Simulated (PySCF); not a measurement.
# Static response to an electric field

Compound: Me3Si(SMe), C4H12SSi.
Geometry (GFN2-xTB, Å), atoms numbered from 1 in this order:
```xyz
18
C4H12SSi angstrom
C      2.420    0.678    0.524
S      1.084   -0.242    1.351
Si    -0.441   -0.226   -0.203
C     -0.836    1.578   -0.685
C     -1.943   -1.080    0.582
C      0.195   -1.184   -1.726
H      2.083    1.682    0.291
H      3.249    0.720    1.223
H      2.723    0.156   -0.378
H     -1.711    1.622   -1.325
H     -0.013    2.038   -1.226
H     -1.038    2.186    0.192
H     -2.780   -1.100   -0.108
H     -1.710   -2.104    0.856
H     -2.262   -0.566    1.482
H     -0.592   -1.307   -2.464
H      1.019   -0.668   -2.212
H      0.545   -2.175   -1.450
```

Level: CAM-B3LYP/def2-SVPD (PySCF), static field, nuclei fixed, core orbitals frozen in the response. The polarisability tensor in these axes (au):

```
x   104.19   4.74   3.23
y     4.74  91.94  -0.43
z     3.23  -0.43  94.06
```

Problem. Diagonalise the tensor; give its mean and Δα, where Δα² is half the sum of the squared differences of the eigenvalues.

Solution. Principal values 89.75, 93.92 and 106.50 au; mean 96.72 au = 14.33 Å³ = 15.95 × 10⁻⁴⁰ C²·m²/J; Δα = 15.10 au (16 % of the mean).

Problem. What is the dipole moment, and where does it point?

Solution. (-0.29, 0.64, -1.75) D, 1.88 D in size, pointing from the negative to the positive side. Measured along this direction, the outermost atoms are S2 and H8 at the negative end and H10 and H16 at the positive end.

Problem. Orientational against electronic polarisability at 273 K (dilute gas, rigid molecules)?

Solution. In Gaussian units μ²/3kT = 31.33 Å³ against 14.33 Å³, a ratio of 2.19; the Debye molar polarisation (4π/3)N_A(α + μ²/3kT) is 115.2 cm³/mol, leaving out the vibrational part.

Problem. Give the principal axes and the span of the nuclei along them.

Solution. Largest value along (0.93, 0.30, 0.23), where the nuclei span 6.43 Å; middle along (-0.09, -0.42, 0.90), 3.77 Å; least along (-0.36, 0.86, 0.36), 4.91 Å. The strongest response lies along the longest span, while the other two are in reverse order.

Problem. Find the Langevin capture rate constant for H3O+ (19.018 u) meeting this molecule (120.043 u), k = 2.342 × 10⁻⁹ cm³/s × √(α in Å³ / reduced mass in u).

Solution. The reduced mass is 16.42 u, so k = 2.19 × 10⁻⁹ cm³/s. The formula leaves out the permanent dipole, which adds to the capture rate.

Problem. What would n − 1 = 2πNα be for an ideal gas of these molecules at 273.15 K and 1 atm, electronic part alone?

Solution. N = p/kT = 2.6868 × 10¹⁹ cm⁻³, so n − 1 = 2π × N × 14.33 × 10⁻²⁴ cm³ = 2420 × 10⁻⁶ at long wavelengths.

Geometry: GFN2-xTB; no solvent, vibrations or thermal averaging.

These values come from a run that also computed excited states. Time: 48 s. Hardware: x86-64 server, one thread, on a shared host.
